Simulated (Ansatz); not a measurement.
Ansatz (a program for electronic structure) input (BHLYP/def2-TZVPD):

Ansatz 0.2 input:
```yaml
crystal:
  periodic: [false, false, false]
  atoms:
    - {symbol: Br, position_ang: [-0.00000000, -0.00000000, -1.15786779]}
    - {symbol: Br, position_ang: [0.00000000, 0.00000000, 1.15786779]}
basis:
  gaussian:
    orbitals: def2-TZVPD
hamiltonian:
  xc: {name: BHLYP}
total_charge: 1
magnetization: {spin_polarized: true, initial_magnetization: 1}
```

Output:

```
Functional definition: BHLYP
integrals: 0.06 GiB planned
725 factors; integrals over basis functions are off by at most 8.3e-4 eV
mean field: 0.77 GiB planned
mean field evaluation 1: about -140080.8835 eV, gradient 6.7e0 eV
mean field evaluation 2: about -140081.0505 eV, gradient 4.3e0 eV
mean field evaluation 4: about -140081.0951 eV, gradient 6.3e-1 eV
mean field evaluation 8: about -140081.1956 eV, gradient 1.2e-2 eV
mean field evaluation 16: about -140081.1957 eV, gradient 1.3e-5 eV
mean field -140081.19568011 eV, -5147.8889907995 hartree, gradient 1.2e-5 eV, S^2 0.757320; 2 other end points of the search recorded, 0 dependent functions left out
reference -140081.19580706 eV, -5147.8889954646 hartree; 35, 34 occupied and 79, 80 virtual orbitals, 725 factors
Total energy: -140081.19580706 eV, -5147.8889954646 hartree
```

This state (charge 1, doublet) is run at the relaxed geometry of the species with charge 0 and multiplicity 1.
